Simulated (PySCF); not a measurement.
Can point charges reproduce the dipole moment of `CC[Si@@H](F)C=O`?

Coordinates (GFN2-xTB, Å) and charges (e) from the PBE0/pcSseg-1 density (PySCF):

```
atom       x       y       z  Mulliken      IAO  Hirshfeld  ESP-fitted
  C1  -1.478   0.695  -0.300   -0.3041  -0.4132    -0.1140     -0.1527
  C2  -0.938  -0.662   0.162   -0.5991  -0.5551    -0.1531     -0.0477
 Si3   0.928  -0.864  -0.136   +1.0378  +1.1687    +0.4521     +0.4335
  F4   1.214  -0.768  -1.727   -0.4307  -0.5422    -0.2081     -0.2958
  C5   1.890   0.645   0.557   -0.0660  -0.0187    +0.0445     +0.3875
  O6   2.038   0.898   1.726   -0.3335  -0.3554    -0.2115     -0.4342
  H7  -1.283   0.849  -1.359   +0.1272  +0.1442    +0.0424     +0.0437
  H8  -2.553   0.749  -0.140   +0.1266  +0.1489    +0.0461     +0.0541
  H9  -1.011   1.505   0.256   +0.1231  +0.1402    +0.0400     +0.0449
 H10  -1.159  -0.788   1.222   +0.1552  +0.1583    +0.0469     +0.0198
 H11  -1.475  -1.455  -0.363   +0.1543  +0.1553    +0.0464     +0.0491
 H12   1.494  -2.133   0.286   -0.0987  -0.1319    -0.0678     -0.0875
 H13   2.330   1.332  -0.202   +0.1079  +0.1009    +0.0357     -0.0149
```

Problem. Compute μ = Σ q r for each scheme (1 e·Å = 4.803 D) and compare with the dipole of the full density.

Solution. The full density gives (-1.60, -0.68, -0.56) D, 1.83 D in size; dipole vectors point from the negative to the positive end.

```json
{"scheme": "Mulliken", "μx": "-1.28", "μy": "-1.57", "μz": "-0.43", "size (D)": "2.08", "share of the full size (%)": "113", "angle to the full dipole (°)": "27"}
{"scheme": "IAO", "μx": "-1.36", "μy": "-1.61", "μz": "0.42", "size (D)": "2.15", "share of the full size (%)": "117", "angle to the full dipole (°)": "39"}
{"scheme": "Hirshfeld", "μx": "-1.06", "μy": "-0.73", "μz": "-0.35", "size (D)": "1.34", "share of the full size (%)": "73", "angle to the full dipole (°)": "11"}
{"scheme": "ESP-fitted", "μx": "-1.63", "μy": "-0.66", "μz": "-0.55", "size (D)": "1.84", "share of the full size (%)": "101", "angle to the full dipole (°)": "1"}
```

Problem. Which set comes closest?

Solution. Length of the difference vector: ESP-fitted 0.04 D, Hirshfeld 0.58 D, Mulliken 0.96 D, IAO 1.37 D. Closest: ESP-fitted. ESP charges are fitted to the potential around the molecule, whose slowest-falling term is the dipole's. The schemes that divide the density aren't constrained to reproduce the dipole.

Problem. What is left for the Hirshfeld atoms' own dipoles?

Solution. The shares of the density sum to the whole, so what Σ q r misses lies in dipoles about the nuclei. The atomic dipoles sum to (-1.60, -0.68, -0.56) − (-1.06, -0.73, -0.35) = (-0.54, 0.05, -0.21) D, 0.58 D in size.

Problem. With the origin at the mean of the coordinates, (0.000, 0.000, -0.001) Å, which are the largest single terms, by size, of the Mulliken dipole along the direction of the full one?

Solution. O6 +4.24, C2 -2.93, Si3 -2.25, C1 -1.65, H11 +1.44 D; all 13 atoms together +1.84 D. The single terms depend on the origin, their sum doesn't.

Problem. Give the size of the full dipole in other units.

Solution. 1.83 D = 0.720 au = 0.381 e·Å = 6.10 × 10⁻³⁰ C·m.

Geometry: GFN2-xTB, one conformer, isolated molecule.

The run behind these numbers computed NMR shieldings as well. On one thread of an AMD EPYC 9R45, no GPU (shared host), this took 7.2 s of wall time and 0.70 GiB of memory at its peak.

Conformer computed: `[CH3:1][CH2:2][Si@@H:3]([F:4])[CH:5]=[O:6]`: C1–C2–Si3–F4 -62°, C2–Si3–C5–O6 70°.
